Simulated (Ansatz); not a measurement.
A nudged elastic band was laid between two geometries of H2S + H4Sn (8 atoms, charge 0, multiplicity 1).

These are results of Ansatz 0.2.0, RKS PBE-D4/def2-SVP, not measurements.

| Quantity | Value |
| --- | --- |
| movable images | 9 |
| climbing image | yes |
| spring | 5.0 eV/Å² |
| optimiser | quadratic models (default) |
| start path | through a guess of the saddle point |
| force threshold | 0.03 eV/Å |
| iteration limit | 60 |
| end points | relaxed |

Initial state:

```xyz
8
Properties=species:S:1:pos:R:3
Sn 0.371 0.048 -0.183
H 0.331 -0.121 1.534
H 2.019 -0.071 -0.702
H -0.252 1.581 -0.654
H -0.523 -1.230 -0.920
S -3.242 0.122 1.123
H -3.126 -1.214 0.892
H -2.565 0.012 2.299
```

Final state:

```xyz
8
Properties=species:S:1:pos:R:3
Sn -0.451 0.057 -0.800
H -0.437 -0.050 3.426
H 0.820 -0.356 0.294
H -0.281 1.668 -1.386
H -0.528 -1.080 -2.099
S -2.595 0.082 0.390
H -2.539 -1.249 0.683
H -0.974 0.055 2.882
```

(1) Which bonds break or form, and what moves?

(2) Give the energies along the band, and the barrier.

(3) What is the geometry of the highest image?

Answers

(1) Bonds broken: Sn1–H2, S6–H8. Bonds formed: Sn1–S6, H2–H8. H2S + H4Sn becomes H2 + H4SSn.

(2) It converged. The highest image is number 4 of 0 to 10, 1.47 eV above the first end and 1.78 eV above the last; the last end lies 0.31 eV below the first. A vibrational analysis at the climbing image gives 2 clearly imaginary modes (1207i, 87i cm⁻¹): a point of higher order, so a lower path passes nearby. The orbitals stay closed-shell, which can raise the energy where a bond breaks towards radicals; this wasn't checked here.

```csv
image,path coordinate (Å),energy (eV),Sn1–H2 (Å),S6–H8 (Å),Sn1–S6 (Å)
0,0.00,0.00,1.73,1.36,3.84
1,0.58,0.02,1.73,1.36,3.81
2,1.16,0.13,1.74,1.37,3.56
3,1.74,0.61,1.81,1.41,3.14
4,2.31,1.47,2.07,1.73,2.84
5,2.96,0.59,2.48,2.16,2.58
6,3.60,-0.04,2.95,2.46,2.48
7,4.24,-0.26,3.51,2.75,2.46
8,4.89,-0.30,4.09,2.95,2.46
9,5.53,-0.30,4.18,3.00,2.45
10,6.17,-0.31,4.23,2.97,2.45
```

(3) 
```xyz
8
Properties=species:S:1:pos:R:3:forces:R:3
Sn -0.194 0.069 -0.204 0.00 0.00 0.00
H -0.247 -0.320 1.831 0.00 0.00 0.00
H 1.528 0.084 0.094 0.00 0.00 0.00
H -0.540 1.547 -1.035 0.00 0.00 0.00
H -0.616 -1.397 -1.005 0.00 0.00 0.00
S -2.729 0.294 1.058 0.01 0.00 0.00
H -2.967 -1.031 0.843 0.00 0.00 0.00
H -1.220 -0.119 1.806 0.00 0.00 0.00
```

Run time: 3.7 min on 1 thread of Arm Neoverse V2 (shared host), peak memory 0.13 GiB.
